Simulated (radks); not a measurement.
Ag I, 47 electrons, occupied as [Kr] 4d9 5s1 6s1 (not the ground configuration). Calculated with a radial shooting solver on a logarithmic mesh with Libxc functionals: scalar-relativistic Kohn-Sham, PW91, spin-polarised, spherical densities, finite nucleus; open shells are filled with parallel spins first (spin-orbit coupling, left out, can overturn this in heavy ions); Fermi nuclear charge, rms radius 4.5454 fm.

Normalised radial functions P(r) = r R(r), r in bohr:

```
   r/bohr * 4p down, o 4d up (the largest magnitude, 1.15, reaches the edge; | marks zero, & curves that meet)
  0.00107                             &
 0.001473                             &
 0.002029                             &
 0.002794                             &
 0.003848                             &
 0.005299                             &
 0.007298                             o*
  0.01005                             o*
  0.01384                             o *
  0.01906                             o  *
  0.02625                             o   *
  0.03614                             |o     *
  0.04978                             |o       *
  0.06855                             |  o      *
   0.0944                             |    o  *
     0.13                             | *     o
   0.1776                      *      |         o
   0.2446               *             |          o
   0.3368                 *           |      o
   0.4638                           o |  *
   0.6388               o             |                   *
   0.8797        o                    |                          *
    1.211        o                    |                    *
    1.668              o              |         *
    2.297                    o        |  *
    3.164                         o   *
    4.357                            o*
        6                             &
    8.263                             &
    11.38                             &
    15.67                             &
    21.58                             &
```

4p down: eigenvalue -66.938 eV, 2 radial nodes at r = 0.139, 0.443 bohr, <r> = 0.994 bohr, 90 % of the charge inside 1.47 bohr. 4d up: eigenvalue -15.911 eV, 1 radial node at r = 0.430 bohr, <r> = 1.34 bohr, 90 % of the charge inside 2.13 bohr.
